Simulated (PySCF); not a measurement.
Compound: C₉H₁₆P (charge +1).
Atom-mapped SMILES: `[CH:1]#[C:2][CH2:3][P@H+:4]([CH2:5][CH2:6][CH3:7])[CH:8]1[CH2:9][CH2:10]1` (hydrogens: H11 on C1; H12, H13 on C3; H14 on P4; H15, H16 on C5; H17, H18 on C6; H19, H20, H21 on C7; H22 on C8; H23, H24 on C9; H25, H26 on C10)

Computed with PySCF at PBE0/pcSseg-1, non-relativistic, on one gas-phase PBE0-D3(BJ)/def2-SVP geometry that isn't relaxed in the solvent. The solvent is an IEF-PCM continuum (van der Waals radii × 1.2). Only the electrostatic response of the medium enters.

Gas phase at PBE0/pcSseg-1: HOMO -11.82 eV, LUMO -3.92 eV.

Problem. What does the continuum do to the energy and the frontier levels at PBE0/pcSseg-1 in tetrahydrofuran and dichloromethane?

Solution. 
```csv
solvent,ε,E(solvent) − E(gas) (kcal/mol),polarisation term (kcal/mol),distortion of the solute (kcal/mol),HOMO (eV),LUMO (eV)
tetrahydrofuran,7.426,-45.91,-47.39,1.48,-8.75,-0.51
dichloromethane,8.93,-47.22,-48.84,1.62,-8.67,-0.43
```

Polarisation term: ½ Σ q·V over the induced surface charges. Distortion: the rise of the solute's own energy as its density leaves the gas-phase optimum. From tetrahydrofuran to dichloromethane the lowering changes by a factor 1.03, Born's factor 1 − 1/ε by 1.03 and ε itself by 1.2.

Problem. Which radius a makes Born's formula ΔE = −(q²/2a)(1 − 1/ε) give the value in dichloromethane?

Solution. a = q²(1 − 1/ε)/(2|ΔE|) = 3.12 Å, with q = +1 e and |ΔE| = 0.0753 Eh; the farthest nucleus lies 5.00 Å from the centroid of the nuclei. The formula assumes a point charge at the centre of a sphere.

Problem. Which IAO charges (PBE0/pcSseg-1) respond most in dichloromethane (means over atoms taken as equivalent)?

Solution. 
```tsv
atoms	environment	gas (e)	solvent (e)	change
C1	terminal alkyne carbon	-0.168	-0.216	-0.048
C2	alkyne carbon	-0.075	-0.057	+0.018
H14	P–H hydrogen	+0.020	+0.037	+0.017
P4	phosphonium phosphorus	+1.083	+1.096	+0.013
H13	methylene hydrogen	+0.203	+0.214	+0.011
H12	methylene hydrogen	+0.207	+0.217	+0.010
C8	sp3 carbon bound to phosphorus	-0.389	-0.380	+0.009
H18	methylene hydrogen	+0.170	+0.161	-0.009
```

The values belong to the conformer `[CH:1]#[C:2][CH2:3][P@H+:4]([CH2:5][CH2:6][CH3:7])[CH:8]1[CH2:9][CH2:10]1`: C2–C3–P4–C5 -59°, C3–P4–C5–C6 179°, P4–C5–C6–C7 -63°, C3–P4–C8–C9 -146°.
